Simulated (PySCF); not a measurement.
# C₆ coefficients of unlike pairs at PBE

Calculated with PySCF 2.14 from the dipole response of each species, C₆(A,B) = (3/π) ∫ α_A(iu) α_B(iu) du, in atomic units, from isotropic polarisabilities. For ions this is the dispersion term alone; charge-induced terms of lower order in 1/R come first.

```tsv
species	configuration	basis	relativity	α (bohr³)	C₆ (like pair)
Mn	[Ar] 3d5 4s2 (6S)	x2c-QZVPPall with one added diffuse shell each of s, p, d, f, g type (12s8p6d5f3g)	spin-free X2C	73.14	691.6
N	[He] 2s2 2p3 (4S)	aug-cc-pwCVTZ (7s6p4d2f)	none	8.019	27.70
N⁺	[He] 2s2 2p2 (3P)	dyall-av3z (15s9p3d2f)	none	3.913	8.468
Au	[Xe] 4f14 5d10 6s1 (2S)	aug-cc-pVDZ-PP with ECP60MDF (5s5p4d2f)	core potential	33.81	283.4
```

(1) Estimate C₆ for N with Mn.

No spin-orbit coupling is included.

The other pairs:

```json
{"pair": "Au, Mn", "C₆": "418.5"}
{"pair": "Au, N", "C₆": "86.96"}
{"pair": "N⁺, Mn", "C₆": "63.20"}
{"pair": "Au, N⁺", "C₆": "47.18"}
{"pair": "N⁺, N", "C₆": "15.21"}
```

Results:

(1) The integral gives 121.1. The combination rule 2 C_A C_B / (C_A α_B/α_A + C_B α_A/α_B) gives 116.6 and the geometric mean 138.4.
